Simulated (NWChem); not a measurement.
System: CH$_{3}$AlCl, doublet; SMILES [CH3][Al][Cl]

Computed with NWChem. Spin-unrestricted. All runs use the structure optimised with B3LYP/6-31G* (spherical d), spin-unrestricted. This spin state was assumed; another may lie lower. No stability test was run on the SCF state.

**Question.** Among these, which level gives the lowest value of “lowest empty minus highest occupied level, either spin (eV)”?
(A) UHF/def2-TZVPP
(B) UHF/def2-SVP
(C) UHF/def2-TZVP
(D) UHF/def2-SVPD

**Answer.** D, UHF/def2-SVPD. Values: UHF/def2-SVPD 8.89; UHF/def2-SVP 9.18; UHF/def2-TZVP 9.26; UHF/def2-TZVPP 9.26
